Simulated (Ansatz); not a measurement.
Ideal-gas functions of F3HOSn (`[OH][Sn]([F])([F])[F]`) at 800 K and 1 bar, from an Ansatz frequency run at PBE0-D4/def2-TZVP.

Molar mass 192.71 g/mol, point group C1 (symmetry number 1), electronic degeneracy 1, moments of inertia 173.491, 179.205, 181.852 u Å². Harmonic wavenumbers (cm⁻¹, unscaled): 66, 139, 161, 182, 186, 190, 647, 670, 676, 688, 892, 3867.

Use S(trans) = R[1.5 ln M + 2.5 ln T − 1.1517]; rotational temperatures θ = 24.2544 K / I; S(rot) = R[ln(√π/σ · √(T³/θAθBθC)) + 1.5]; for each mode x = 1.438777 ν̃/T, S = R[x/(eˣ − 1) − ln(1 − e⁻ˣ)] and H = RT x/(eˣ − 1); 1 cm⁻¹ = 0.0119627 kJ/mol; R = 8.31446 J/(mol·K).

By hand: the entropy, in J/(mol·K).

Translation 195.0. Rotation: θ = 0.1398, 0.1353, 0.1334 K, giving 125.5. Vibration, mode by mode: 26.04, 19.86, 18.65, 17.64, 17.46, 17.28, 7.51, 7.25, 7.18, 7.05, 5.22, 0.06, in all 151.2. Electronic 0.0. Sum 471.7 J/(mol·K).

By hand: H − E and G − E in kJ/mol, counted from the electronic energy.

Zero-point energy ½ × 8364 × 0.0119627 = 50.0; thermal vibration 51.1; translation, rotation and pV give 4 RT = 26.6. H − E = 127.7 kJ/mol, and G − E = 127.7 − 800 × 471.7/1000 = -249.7 kJ/mol.

Vibration gives 32 % of the entropy, 45.9 J/(mol·K) of it from the modes under 150 cm⁻¹: soft modes count most, and the harmonic formula is weakest for them. The sum counts one conformer and one mirror image; others add a mixing term.
